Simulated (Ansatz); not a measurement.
Start from `NC[SiH2]N` and change one atom or group to get `N[SiH2]C[SeH]`.

Ansatz, PBE0-D4/def2-TZVP geometries, multiplicity 1. Each molecule was computed in one conformer, which needn't be the lowest.

Scalar relativity is left out up to krypton. Spin–orbit coupling is left out; it splits and shifts lone-pair levels of the heavy atoms by tenths of an eV.

```
                                          property  `NC[SiH2]N`
               HOMO energy (B3LYP/def2-TZVPP) / eV        -6.62
                LUMO energy (PBE0/def2-TZVPP) / eV         0.75
           HOMO–LUMO gap (ωB97M-V/def2-TZVPP) / eV        11.44
    size of the dipole moment (PBE/def2-TZVPP) / D         1.10
size of the dipole moment (ωB97M-V/def2-TZVPP) / D         1.08
  size of the dipole moment (B3LYP/def2-TZVPP) / D         1.07
```

(1) What does the change do to each property? (An estimate is asked.)

Answers

(1) The calculation gave: 
| property | `N[SiH2]C[SeH]` | shift |
| --- | --- | --- |
| HOMO energy (B3LYP/def2-TZVPP) / eV | -6.32 | 0.30 |
| LUMO energy (PBE0/def2-TZVPP) / eV | -0.08 | -0.83 |
| HOMO–LUMO gap (ωB97M-V/def2-TZVPP) / eV | 10.45 | -0.99 |
| size of the dipole moment (PBE/def2-TZVPP) / D | 0.86 | -0.24 |
| size of the dipole moment (ωB97M-V/def2-TZVPP) / D | 0.92 | -0.16 |
| size of the dipole moment (B3LYP/def2-TZVPP) / D | 0.91 | -0.16 |

With PBE0 the HOMO rises by 0.29 eV and the LUMO falls by 0.83 eV, so the gap narrows by about 1.12 eV. PBE moves the HOMO by 0.00 eV and ωB97M-V by 0.48 eV. Dipoles are sizes alone; their direction can turn.

B3LYP here is the variant with VWN-RPA as its local correlation; programs differ in this.
